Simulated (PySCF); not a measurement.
H₂ClO, charge +1, singlet, at a GFN2-xTB geometry, with bond 2-1 at 1.5 times its length; HF/pcseg-1 run with PySCF.

Input for PySCF:
```python
from pyscf import gto, scf

mol = gto.M(
    atom='''
O    -0.049532    1.109915   -0.066432
H    -1.465242    1.508712    0.139187
Cl    0.050255   -0.690195   -0.010689
H     0.535256    1.478225    0.642523
''',
    basis='pcseg-1',
    charge=1,
    spin=0,
    verbose=4,
)

mf = scf.RHF(mol)
mf.kernel()
mo_i, mo_e, stable_i, stable_e = mf.stability(internal=True, external=True, return_status=True, nroots=6, tol=1e-6)
print('internally stable:', stable_i, ' externally stable:', stable_e)
if not stable_e:
    umf = mf.to_uhf() if not hasattr(mf, 'xc') else mf.to_uks()
    umf.scf_summary = {}
    umf.kernel(umf.make_rdm1(mo_e, umf.mo_occ))
mf.analyze()
```

What the program printed (banner, timings and long lists left out):

```
PySCF version 2.14.0

[INPUT] verbose = 4
[INPUT] num. atoms = 4
[INPUT] num. electrons = 26
[INPUT] charge = 1
[INPUT] spin (= nelec alpha-beta = 2S) = 0
[INPUT] symmetry False subgroup None
[INPUT] Mole.unit = angstrom
[INPUT] Symbol           X                Y                Z      unit          X                Y                Z       unit  Magmom
[INPUT]  1 O     -0.049532000000   1.109915000000  -0.066432000000 AA   -0.093601914402   2.097435371547  -0.125538285907 Bohr   0.0
[INPUT]  2 H     -1.465242000000   1.508712000000   0.139187000000 AA   -2.768906086210   2.851052480845   0.263025310100 Bohr   0.0
[INPUT]  3 Cl     0.050255000000  -0.690195000000  -0.010689000000 AA    0.094968186390  -1.304279522544  -0.020199282545 Bohr   0.0
[INPUT]  4 H      0.535256000000   1.478225000000   0.642523000000 AA    1.011487246530   2.793440400485   1.214192498734 Bohr   0.0

nuclear repulsion = 54.5299543856975
number of shells = 10
number of NR pGTOs = 83
number of NR cGTOs = 42
basis = pcseg-1
ecp = {}

******** <class 'pyscf.scf.hf.RHF'> ********
method = RHF
initial guess = minao
damping factor = 0
level_shift factor = 0
DIIS = <class 'pyscf.scf.diis.CDIIS'>
diis_start_cycle = 1
diis_space = 8
diis_damp = 0
SCF conv_tol = 1e-09
SCF conv_tol_grad = None
SCF max_cycles = 50
direct_scf = True
direct_scf_tol = 1e-13
Set gradient conv threshold to 3.16228e-05
Initial guess from minao.
init E= -535.079473206104
cycle= 1 E= -534.900558393179  delta_E= 0.179  |g|= 0.442  |ddm|= 1.86
cycle= 2 E= -534.945880707038  delta_E= -0.0453  |g|= 0.314  |ddm|= 0.611
cycle= 3 E= -534.964591881384  delta_E= -0.0187  |g|= 0.06  |ddm|=  0.2
cycle= 4 E= -534.966441815588  delta_E= -0.00185  |g|= 0.024  |ddm|= 0.0806
cycle= 5 E= -534.966869195059  delta_E= -0.000427  |g|= 0.00844  |ddm|= 0.046
cycle= 6 E= -534.966950239545  delta_E= -8.1e-05  |g|= 0.00246  |ddm|= 0.0245
cycle= 7 E= -534.966957200424  delta_E= -6.96e-06  |g|= 0.00101  |ddm|= 0.00754
cycle= 8 E= -534.966959173947  delta_E= -1.97e-06  |g|= 0.000477  |ddm|= 0.00459
cycle= 9 E= -534.966959738459  delta_E= -5.65e-07  |g|= 0.000133  |ddm|= 0.00333
cycle= 10 E= -534.966959778448  delta_E= -4e-08  |g|= 4.54e-05  |ddm|= 0.000884
cycle= 11 E= -534.966959781915  delta_E= -3.47e-09  |g|= 1.16e-05  |ddm|= 0.000237
cycle= 12 E= -534.966959782089  delta_E= -1.74e-10  |g|= 5.47e-06  |ddm|= 4.36e-05
Extra cycle  E= -534.966959782104  delta_E= -1.53e-11  |g|= 3.59e-06  |ddm|= 8.62e-06
converged SCF energy = -534.966959782104
rhf_internal: lowest eigs of H = [0.59365658 0.65127344 1.0428782  1.20793405 1.2569678  1.4247272 ]
<class 'pyscf.scf.hf.RHF'> wavefunction is stable in the internal stability analysis
rhf_real2complex: lowest eigs of H = [0.10624145 0.11897416 0.23692478 0.27761544 0.29707204 0.31737411]
<class 'pyscf.scf.hf.RHF'> wavefunction is stable in the real -> complex stability analysis
rhf_external: lowest eigs of H = [0.02233059 0.04131577 0.05362734 0.07913168 0.21387149 0.25712345]
<class 'pyscf.scf.hf.RHF'> wavefunction is stable in the RHF/RKS -> UHF/UKS stability analysis
internally stable: True  externally stable: True
**** SCF Summaries ****
Total Energy =                        -534.966959782104254
Nuclear Repulsion Energy =              54.529954385697508
One-electron Energy =                 -840.363142551718511
Two-electron Energy =                  250.866228383916763
Two-electron Coulomb Energy =          286.818984273515753
DFT Exchange-Correlation Energy =      -35.952755889598990
**** MO energy ****
MO #1   energy= -105.133757741559  occ= 2
MO #2   energy= -20.9691834950612  occ= 2
MO #3   energy= -10.8664195629047  occ= 2
MO #4   energy= -8.34678111403834  occ= 2
MO #5   energy= -8.34045851055568  occ= 2
MO #6   energy= -8.3402861140766   occ= 2
MO #7   energy= -1.69958840729693  occ= 2
MO #8   energy= -1.33066445182441  occ= 2
MO #9   energy= -1.02181959865283  occ= 2
MO #10  energy= -0.917418925200595 occ= 2
MO #11  energy= -0.889988416442415 occ= 2
MO #12  energy= -0.73569762601424  occ= 2
MO #13  energy= -0.723273300188467 occ= 2
MO #14  energy= -0.261635349941725 occ= 0
MO #15  energy= -0.187065303803876 occ= 0
MO #16  energy= -0.0473419830459529 occ= 0
MO #17  energy= 0.252085800645546  occ= 0
MO #18  energy= 0.297530710044554  occ= 0
MO #19  energy= 0.314534599258482  occ= 0
MO #20  energy= 0.333107357288792  occ= 0
MO #21  energy= 0.411439729087635  occ= 0
 ** Mulliken pop on meta-lowdin orthogonal AOs  **
 ** Mulliken pop  **
 ** Mulliken atomic charges  **
charge of    0O =     -0.39526
charge of    1H =      0.56216
charge of    2Cl =      0.40878
charge of    3H =      0.42432

WARN: System has nonzero charge 1; the dipole moment is origin-dependent.
Location of origin: [0. 0. 0.]

Dipole moment(X, Y, Z, Debye): -2.71852,  3.99696,  1.93355
```
